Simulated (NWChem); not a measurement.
System: C4H11NSi; SMILES C[C@H]1C[SiH2][C@@H]1N

The following NWChem deck was run.

```
start job
memory heap 200 mb stack 900 mb global 1100 mb
geometry units angstroms noautosym nocenter noautoz
  C      0.402939    -2.253649    -0.109893
  C      0.326465    -0.800157     0.343900
  C      1.579665     0.102950     0.131344
  Si     0.386863     1.587794     0.015260
  C     -0.760579     0.067807    -0.373872
  N     -2.123751    -0.202624     0.039694
  H      1.133201    -2.837654     0.487384
  H     -0.592779    -2.732559    -0.011771
  H      0.709142    -2.313895    -1.175972
  H      0.074635    -0.778930     1.430727
  H      2.362908     0.044926     0.910400
  H      2.047615    -0.100067    -0.855998
  H      0.643066     2.712701    -0.960305
  H      0.078161     2.187330     1.366004
  H     -0.675862    -0.135695    -1.466234
  H     -2.796600     0.238783    -0.597793
  H     -2.303797     0.200872     0.968129
end
basis spherical
  C library def2-svp
  Si library def2-svp
  N library def2-svp
  H library def2-svp
end
dft
  xc b3lyp
  iterations 150
  mulliken
end
task dft energy
esp
  recalculate
  probe 0.07
  range 0.3
  factor 1.0
  spacing 0.02
end
task esp
```

NWChem printed, in part:

```
             Northwest Computational Chemistry Package (NWChem) 7.3.0
             --------------------------------------------------------

                             Geometry "geometry" -> ""
                             -------------------------

 Output coordinates in angstroms (scale by  1.889725989 to convert to a.u.)

  No.       Tag          Charge          X              Y              Z
 ---- ---------------- ---------- -------------- -------------- --------------
    1 C                    6.0000     0.40293900    -2.25364900    -0.10989300
    2 C                    6.0000     0.32646500    -0.80015700     0.34390000
    3 C                    6.0000     1.57966500     0.10295000     0.13134400
    4 Si                  14.0000     0.38686300     1.58779400     0.01526000
    5 C                    6.0000    -0.76057900     0.06780700    -0.37387200
    6 N                    7.0000    -2.12375100    -0.20262400     0.03969400
    7 H                    1.0000     1.13320100    -2.83765400     0.48738400
    8 H                    1.0000    -0.59277900    -2.73255900    -0.01177100
    9 H                    1.0000     0.70914200    -2.31389500    -1.17597200
   10 H                    1.0000     0.07463500    -0.77893000     1.43072700
   11 H                    1.0000     2.36290800     0.04492600     0.91040000
   12 H                    1.0000     2.04761500    -0.10006700    -0.85599800
   13 H                    1.0000     0.64306600     2.71270100    -0.96030500
   14 H                    1.0000     0.07816100     2.18733000     1.36600400
   15 H                    1.0000    -0.67586200    -0.13569500    -1.46623400
   16 H                    1.0000    -2.79660000     0.23878300    -0.59779300
   17 H                    1.0000    -2.30379700     0.20087200     0.96812900

 Effective nuclear repulsion energy (a.u.)     307.4427307694

                                 NWChem DFT Module
                                 -----------------

 Summary of "ao basis" -> "ao basis" (spherical)
 ------------------------------------------------------------------------------
       Tag                 Description            Shells   Functions and Types
 ---------------- ------------------------------  ------  ---------------------
 C                          def2-svp                 6       14   3s2p1d
 Si                         def2-svp                 8       18   4s3p1d
 N                          def2-svp                 6       14   3s2p1d
 H                          def2-svp                 3        5   2s1p

            General Information
            -------------------
          SCF calculation type: DFT
          Wavefunction type:  closed shell.
          No. of atoms     :    17
          No. of electrons :    56
           Alpha electrons :    28
            Beta electrons :    28
          Charge           :     0
          Spin multiplicity:     1
          Use of symmetry is: off; symmetry adaption is: off
          Maximum number of iterations: 150
          AO basis - number of functions:   143
                     number of shells:    71
          Convergence on energy requested:  1.00D-06
          Convergence on density requested:  1.00D-05
          Convergence on gradient requested:  5.00D-04

              XC Information
              --------------
                         B3LYP Method XC Potential
                     Hartree-Fock (Exact) Exchange  0.200
                        Slater Exchange Functional  0.800 local
                    Becke 1988 Exchange Functional  0.720 non-local
              Lee-Yang-Parr Correlation Functional  0.810
                  VWN I RPA Correlation Functional  0.190 local

             Grid Information
             ----------------
          Grid used for XC integration:  medium
          Radial quadrature: Mura-Knowles
          Angular quadrature: Lebedev.
          Tag              B.-S. Rad. Rad. Pts. Rad. Cut. Ang. Pts.
          ---              ---------- --------- --------- ---------
          C                   0.70       49          12.0       434
          Si                  1.10       88          11.0       590
          N                   0.65       49          12.0       434
          H                   0.35       45          13.0       434
          Grid pruning is: on
          Number of quadrature shells:   828
          Spatial weights used:  Erf1

      Superposition of Atomic Density Guess
      -------------------------------------

 Sum of atomic energies:        -498.97403713

      Non-variational initial energy
      ------------------------------

 Total energy =    -502.930119
 1-e energy   =   -1292.243403
 2-e energy   =     481.870553
 HOMO         =      -0.255912
 LUMO         =       0.050497

     ---------------------------------------------
      Total Density - Mulliken Population Analysis
     ---------------------------------------------

    Atom       Charge   Shell Charges
 -----------   ------   -------------------------------------------------------
    1 C    6     6.20   1.99  0.97  0.16  2.04  1.01  0.02
    2 C    6     6.26   1.99  0.96  0.29  1.92  1.06  0.05
    3 C    6     6.43   1.99  0.98  0.28  2.05  1.11  0.02
    4 Si  14    13.42   2.00  1.99  1.02  0.27  5.94  1.09  0.95  0.17
    5 C    6     6.22   1.99  0.96  0.31  1.89  1.01  0.05
    6 N    7     7.51   1.99  1.05  0.43  2.48  1.54  0.01
    7 H    1     0.90   0.67  0.20  0.02
    8 H    1     0.90   0.67  0.21  0.02
    9 H    1     0.91   0.67  0.21  0.02
   10 H    1     0.90   0.68  0.20  0.02
   11 H    1     0.87   0.66  0.19  0.02
   12 H    1     0.88   0.66  0.19  0.03
   13 H    1     1.07   0.69  0.37  0.01
   14 H    1     1.08   0.69  0.37  0.01
   15 H    1     0.91   0.68  0.21  0.02
   16 H    1     0.78   0.61  0.13  0.04
   17 H    1     0.78   0.61  0.13  0.04

   convergence    iter        energy       DeltaE   RMS-Dens  Diis-err
 ---------------- ----- ----------------- --------- --------- ---------
 d= 0,ls=0.0,diis     1   -502.9718224405 -8.10D+02  7.44D-03  4.96D-01
 d= 0,ls=0.0,diis     2   -503.0175790152 -4.58D-02  3.74D-03  1.50D-01
 d= 0,ls=0.0,diis     3   -503.0276235240 -1.00D-02  1.45D-03  7.32D-02
 d= 0,ls=0.0,diis     4   -503.0358523258 -8.23D-03  2.49D-04  7.24D-04
 d= 0,ls=0.0,diis     5   -503.0359333217 -8.10D-05  7.37D-05  1.06D-04
  Resetting Diis
 d= 0,ls=0.0,diis     6   -503.0359464716 -1.31D-05  1.86D-05  6.86D-06
 d= 0,ls=0.0,diis     7   -503.0359473298 -8.58D-07  9.56D-06  4.26D-07

         Total DFT energy =     -503.035947329800
      One electron energy =    -1298.545505651881
           Coulomb energy =      541.684137666099
    Exchange-Corr. energy =      -53.617310113437
 Nuclear repulsion energy =      307.442730769420

 Numeric. integr. density =       56.000059495754

                       DFT Final Molecular Orbital Analysis
                       ------------------------------------

 Vector   26  Occ=2.000000D+00  E=-3.127417D-01
              MO Center=  6.8D-02, -7.5D-02,  1.2D-01, r^2= 4.1D+00
   Bfn.  Coefficient  Atom+Function         Bfn.  Coefficient  Atom+Function
  ----- ------------  ---------------      ----- ------------  ---------------
    66      0.252383   5 C  pz               20     -0.212676   2 C  pz
   129     -0.212209  15 H  s               104     -0.181933  10 H  s
   109      0.180596  11 H  s                18     -0.162345   2 C  px
   130     -0.162907  15 H  s                63      0.162039   5 C  s
   124     -0.160972  14 H  s                32      0.153074   3 C  px

 Vector   27  Occ=2.000000D+00  E=-2.824326D-01
              MO Center=  8.9D-01,  3.1D-01,  5.6D-02, r^2= 3.5D+00
   Bfn.  Coefficient  Atom+Function         Bfn.  Coefficient  Atom+Function
  ----- ------------  ---------------      ----- ------------  ---------------
    33      0.389893   3 C  py               36      0.231646   3 C  py
    19     -0.214086   2 C  py                5      0.190363   1 C  py
    51     -0.180794   4 Si py               50      0.165307   4 Si px
    54     -0.143228   4 Si py              119     -0.141915  13 H  s
    53      0.130111   4 Si px              120     -0.109287  13 H  s

 Vector   28  Occ=2.000000D+00  E=-2.149994D-01
              MO Center= -1.3D+00,  2.4D-02, -5.1D-02, r^2= 3.0D+00
   Bfn.  Coefficient  Atom+Function         Bfn.  Coefficient  Atom+Function
  ----- ------------  ---------------      ----- ------------  ---------------
    79      0.445483   6 N  py               82     -0.375452   6 N  py
    17     -0.294183   2 C  s                65      0.251398   5 C  py
    77      0.203615   6 N  s                45      0.193406   4 Si s
    63      0.183775   5 C  s                50     -0.168335   4 Si px
    76      0.131576   6 N  s                53     -0.125792   4 Si px

 Vector   29  Occ=0.000000D+00  E= 2.010320D-02
              MO Center= -6.0D-02,  1.5D+00,  2.9D-02, r^2= 4.9D+00
   Bfn.  Coefficient  Atom+Function         Bfn.  Coefficient  Atom+Function
  ----- ------------  ---------------      ----- ------------  ---------------
    53      1.057279   4 Si px               31     -0.931222   3 C  s
    63      0.903090   5 C  s                77      0.411635   6 N  s
   135     -0.319054  16 H  s               140     -0.307277  17 H  s
    68      0.300945   5 C  py               36     -0.253101   3 C  py
   110      0.253013  11 H  s                67      0.234200   5 C  px

 Vector   30  Occ=0.000000D+00  E= 5.179838D-02
              MO Center=  2.8D-01,  4.0D-01, -4.0D-02, r^2= 7.6D+00
   Bfn.  Coefficient  Atom+Function         Bfn.  Coefficient  Atom+Function
  ----- ------------  ---------------      ----- ------------  ---------------
    31      1.331042   3 C  s                54      1.161282   4 Si py
    63      0.948344   5 C  s                 3      0.645400   1 C  s
   130     -0.584858  15 H  s               105     -0.565789  10 H  s
    17      0.546159   2 C  s               115     -0.548395  12 H  s
   120     -0.496469  13 H  s               110     -0.484821  11 H  s

 Vector   31  Occ=0.000000D+00  E= 5.934499D-02
              MO Center= -2.3D-01,  7.6D-01, -2.6D-02, r^2= 6.6D+00
   Bfn.  Coefficient  Atom+Function         Bfn.  Coefficient  Atom+Function
  ----- ------------  ---------------      ----- ------------  ---------------
    55      0.920945   4 Si pz               77     -0.813351   6 N  s
   125     -0.787661  14 H  s               110     -0.579679  11 H  s
   135      0.559044  16 H  s               120      0.458692  13 H  s
     3      0.388822   1 C  s               130      0.379961  15 H  s
   140      0.342374  17 H  s               105     -0.323238  10 H  s

     ---------------------------------------------
      Total Density - Mulliken Population Analysis
     ---------------------------------------------

    Atom       Charge   Shell Charges
 -----------   ------   -------------------------------------------------------
    1 C    6     5.93   1.98  0.92  0.07  2.11  0.82  0.03
    2 C    6     6.10   1.98  0.93  0.21  2.09  0.83  0.05
    3 C    6     6.16   1.98  0.92  0.22  2.11  0.91  0.02
    4 Si  14    13.58   2.00  1.98  1.07  0.22  5.93  1.29  0.90  0.21
    5 C    6     6.14   1.99  0.93  0.24  2.07  0.87  0.05
    6 N    7     7.17   1.99  1.01  0.41  2.43  1.32  0.02
    7 H    1     0.99   0.74  0.23  0.02
    8 H    1     0.98   0.74  0.22  0.02
    9 H    1     1.00   0.74  0.24  0.02
   10 H    1     1.00   0.76  0.22  0.02
   11 H    1     0.97   0.74  0.21  0.02
   12 H    1     0.97   0.74  0.21  0.02
   13 H    1     1.10   0.74  0.35  0.01
   14 H    1     1.10   0.74  0.35  0.01
   15 H    1     0.99   0.75  0.22  0.02
   16 H    1     0.90   0.73  0.13  0.04
   17 H    1     0.91   0.73  0.14  0.04

     -------------------------------------------
      Total Density - Lowdin Population Analysis
     -------------------------------------------

    Atom       Charge   Shell Charges
 -----------   ------   -------------------------------------------------------
    1 C    6     6.06   1.96  0.58  0.30  1.89  1.25  0.07
    2 C    6     6.05   1.96  0.61  0.29  1.92  1.15  0.11
    3 C    6     6.20   1.96  0.61  0.33  1.91  1.33  0.06
    4 Si  14    13.52   2.00  1.93  0.68  0.34  5.82  1.31  1.13  0.32
    5 C    6     6.13   1.96  0.62  0.32  1.90  1.22  0.11
    6 N    7     7.11   1.97  0.73  0.44  2.23  1.70  0.04
    7 H    1     0.98   0.64  0.28  0.06
    8 H    1     0.97   0.64  0.27  0.06
    9 H    1     0.98   0.64  0.28  0.06
   10 H    1     0.98   0.65  0.27  0.06
   11 H    1     0.98   0.63  0.28  0.07
   12 H    1     0.97   0.63  0.27  0.07
   13 H    1     1.11   0.65  0.44  0.02
   14 H    1     1.11   0.65  0.44  0.02
   15 H    1     0.98   0.64  0.27  0.07
   16 H    1     0.94   0.61  0.22  0.12
   17 H    1     0.94   0.61  0.22  0.12

     Multipole analysis of the density
     ---------------------------------

     L   x y z        total         alpha         beta         nuclear
     -   - - -        -----         -----         ----         -------
     0   0 0 0     -0.000000    -28.000000    -28.000000     56.000000

     1   1 0 0     -0.165845     -0.574681     -0.574681      0.983517
     1   0 1 0      0.248533      0.125905      0.125905     -0.003277
     1   0 0 1     -0.053049     -0.531972     -0.531972      1.010896

[...]

                     NWChem Electrostatic Potential Fit Module
                     -----------------------------------------

 Atom parameters

 Number of atoms is                                   17
 Number of basis functions is                        143

 Grid parameters

 Maximum number of grid points is                  56260
 Number of grid points is                          56259
 Grid range                                     0.300000 nm
 Grid spacing                                   0.020000 nm
 Probe radius                                   0.070000 nm
 Atom radius factor                             1.000000

 Atomic radii

    1    0.100000
    6    0.147000
    7    0.140000
   14    0.187000
 FASTESP  F
  using M.O. file = ./job.movecs

    Atom              Coordinates                           Charge

                                                  ESP

    1 C     0.040294   -0.225365   -0.010989   -0.143548
    2 C     0.032647   -0.080016    0.034390    0.280232
    3 C     0.157967    0.010295    0.013134   -0.194762
    4 Si    0.038686    0.158779    0.001526    0.179577
    5 C    -0.076058    0.006781   -0.037387    0.255684
    6 N    -0.212375   -0.020262    0.003969   -0.802005
    7 H     0.113320   -0.283765    0.048738    0.008409
    8 H    -0.059278   -0.273256   -0.001177    0.019809
    9 H     0.070914   -0.231390   -0.117597    0.017106
   10 H     0.007464   -0.077893    0.143073   -0.040605
   11 H     0.236291    0.004493    0.091040    0.022794
   12 H     0.204762   -0.010007   -0.085600    0.027157
   13 H     0.064307    0.271270   -0.096031   -0.088570
   14 H     0.007816    0.218733    0.136600   -0.092494
   15 H    -0.067586   -0.013570   -0.146623   -0.019695
   16 H    -0.279660    0.023878   -0.059779    0.291634
   17 H    -0.230380    0.020087    0.096813    0.279278
                                            ------------
                                                0.000000

 Dipole moment                                  0.323052

 Quadrupole moment Qxx                          2.074698
                   Qyy                         -6.581622
                   Qzz                          4.506924

 RMS deviation kJ/mol                           0.052078

 RRMS %                                        43.850076
```

Level: B3LYP/def2-SVP. The geometry was optimised at PBE-D3(BJ)/def2-SVP. Not confirmed as a minimum by frequencies. B3LYP is NWChem's, with the RPA form of VWN correlation.
